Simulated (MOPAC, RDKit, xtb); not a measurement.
Pair of molecules: CH2O (SMILES C=O) (first 4 atoms) with H4OSi (SMILES O[SiH3]); geometry from B3LYP-D3(BJ)/def2-TZVP.
(charge 0, multiplicity 1):
```json
[
 {"atom": "C", "x (Å)": "0.2694", "y (Å)": "-0.4880", "z (Å)": "0.0356"},
 {"atom": "O", "x (Å)": "-0.7562", "y (Å)": "-0.4380", "z (Å)": "0.6653"},
 {"atom": "H", "x (Å)": "0.2810", "y (Å)": "-0.8315", "z (Å)": "-1.0129"},
 {"atom": "H", "x (Å)": "1.2353", "y (Å)": "-0.1931", "z (Å)": "0.4797"},
 {"atom": "O", "x (Å)": "0.2680", "y (Å)": "0.5349", "z (Å)": "3.0829"},
 {"atom": "Si", "x (Å)": "0.0618", "y (Å)": "-0.0999", "z (Å)": "4.5854"},
 {"atom": "H", "x (Å)": "-0.2951", "y (Å)": "0.2201", "z (Å)": "2.3563"},
 {"atom": "H", "x (Å)": "-1.2928", "y (Å)": "0.1737", "z (Å)": "5.1287"},
 {"atom": "H", "x (Å)": "1.0752", "y (Å)": "0.5370", "z (Å)": "5.4530"},
 {"atom": "H", "x (Å)": "0.2639", "y (Å)": "-1.5723", "z (Å)": "4.5977"}
]
```

Monomers are frozen at their geometry in the pair; levels with a basis set take the counterpoise correction. RDKit's UFF carries no charges.

The state reached by PM7 isn't checked; PM7 holds dispersion and hydrogen-bond terms.

The values were computed with MOPAC for PM7 (differences of heats of formation); RDKit for the force fields; xtb for the GFN methods. 

Q: One of these levels gives 1232.9 meV for the interaction energy. Which one is it?
A. GFN1-xTB
B. GFN2-xTB
C. PM7
D. UFF

A: D, UFF. The others give -251.3 (PM7), -214.5 (GFN1-xTB), -193.4 (GFN2-xTB)
